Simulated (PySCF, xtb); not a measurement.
ClH4NOSi, SMILES [SiH](O)(N)Cl. Other conformers were not sampled.

Harmonic wavenumbers (cm⁻¹) from GFN2-xTB run with xtb at its own minimum, in rising order: 43, 172, 206, 255, 291, 386, 476, 647, 718, 770, 813, 862, 961, 1504, 2317, 3497, 3538, 3669.

Question: What does PBE0-D3(BJ)/def2-SVP in PySCF 2.14.0 give at its own minimum? (Estimate from the structure and the level; the computed values follow.)

Answer: 188, 204, 250, 312, 340, 376, 521, 735, 795, 852, 882, 902, 989, 1531, 2291, 3626, 3732, 3933. Paired by order, the mean absolute difference is 78 cm⁻¹ and the zero-point energies are 30.2 and 32.1 kcal/mol.
